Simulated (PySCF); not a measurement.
BiHCl₂, SMILES [Cl][BiH][Cl]. Atoms are numbered in the order given.

```xyz
4

Bi    -0.0236    -0.4531     0.0000
H      1.7668    -0.6229     0.0000
Cl     0.0056     1.1244     1.8551
Cl     0.0056     1.1244    -1.8551
```

The structure is a stationary point at PBE0-D3(BJ)/def2-TZVP. The def2 effective core potentials stand for the cores of Bi; spin–orbit coupling is left out.

Calculation: PySCF with IEF-PCM-B3LYP/def2-SVP.

The values are the electrostatic part of the solvation free energy, E(continuum) − E(gas) at the gas-phase geometry, in a cavity of scaled van der Waals radii (PySCF's table); cavitation and dispersion terms are not included. A continuum can't describe solvent molecules that bind to the metal. In vacuum the orbital gap is 5.57 eV. The dipole moment in vacuum is 3.77 D.

| solvent | ε | ΔG(elec) (kcal/mol) | dipole (D) | gap (eV) |
|---|---|---|---|---|
| water | 78.36 | -6.8 | 5.17 | 5.78 |
| 1-octanol | 9.86 | -5.8 | 4.96 | 5.75 |
| chlorobenzene | 5.70 | -5.1 | 4.81 | 5.73 |
